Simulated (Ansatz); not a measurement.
Input for Ansatz (a first-principles code): R-CCSD(T)/cc-pVTZ on FHSe (SMILES F[SeH]), a point of a bond scan (R = 1.478 Å). The run froze 15 orbitals, filled d shells among them.

Ansatz 0.2 input:
```yaml
crystal:
  periodic: [false, false, false]
  atoms:
    - {symbol: Se, position_ang: [-0.11560586, -0.22336041, 0.25952766]}
    - {symbol: H, position_ang: [-0.89957874, -0.95500093, -0.75749433]}
    - {symbol: F, position_ang: [0.53668645, 0.94991721, -0.89627180]}
basis:
  gaussian:
    orbitals: cc-pVTZ
    pivot_positions_ang: [[-0.11560586, -0.22336041, 0.25952766], [-0.89957874, -0.95500093, -0.75749433], [0.53668645, 0.94991721, -0.89627180]]
magnetization: {spin_polarized: false}
correlation: {method: ccsd_t, electrons: outside_noble_gas}
scf: {lower_state_search: off}
output: {orbitals: {seedname: ./end}}
```

The log:

```
WARN ansatz: RAYON_NUM_THREADS=1 ignored (pool sized by the plan → 1); use --threads N
Functional definition: HF
these checks for a lower state are left out or cut short: stability, starts, cluster_reference, orbital_swaps, neighbouring_geometries, increment
integrals: 0.07 GiB planned
624 factors; integrals over basis functions are off by at most 3.9e-4 eV
mean field: 0.17 GiB planned
mean field evaluation 1: about -68024.8096 eV, gradient 2.4e1 eV
mean field evaluation 2: about -68024.9258 eV, gradient 2.4e1 eV
mean field evaluation 4: about -68026.0465 eV, gradient 2.0e0 eV
mean field evaluation 8: about -68026.0619 eV, gradient 1.0e-1 eV
mean field -68026.06199337 eV, -2499.9116685354 hartree, gradient 2.2e-6 eV, S^2 0.000000; 0 other end points of the search recorded, 0 dependent functions left out
15 core orbitals not correlated
reference -68026.06199337 eV, -2499.9116685354 hartree; 7, 7 occupied and 65, 65 virtual orbitals, 624 factors
second order -11.19039809 eV of doubles, -0.00000000 eV of singles
coupled cluster: 0.16 GiB planned
cycle   1  -11.30143972 eV  change   -1.1e-1 eV  update   7.9e-2
cycle   2  -11.58491545 eV  change   -2.8e-1 eV  update   2.6e-2
cycle   3  -11.66467351 eV  change   -8.0e-2 eV  update   1.4e-2
cycle   4  -11.65381631 eV  change    1.1e-2 eV  update   3.0e-3
cycle   5  -11.65408450 eV  change   -2.7e-4 eV  update   1.3e-3
cycle   6  -11.65471618 eV  change   -6.3e-4 eV  update   4.0e-4
cycle   7  -11.65448868 eV  change    2.3e-4 eV  update   1.6e-4
cycle   8  -11.65447096 eV  change    1.8e-5 eV  update   3.8e-5
cycle   9  -11.65449315 eV  change   -2.2e-5 eV  update   1.3e-5
cycle  10  -11.65448984 eV  change    3.3e-6 eV  update   5.0e-6
perturbative correction -0.39506750 eV, -0.0145184627 hartree
Total energy: -68038.11155071 eV, -2500.3544816000 hartree
Checks for a lower state left out: stability, starts, cluster_reference, orbital_swaps, neighbouring_geometries, increment
```

The calculation finished and met its thresholds.

Cost: around 2.2 core-seconds (rough).
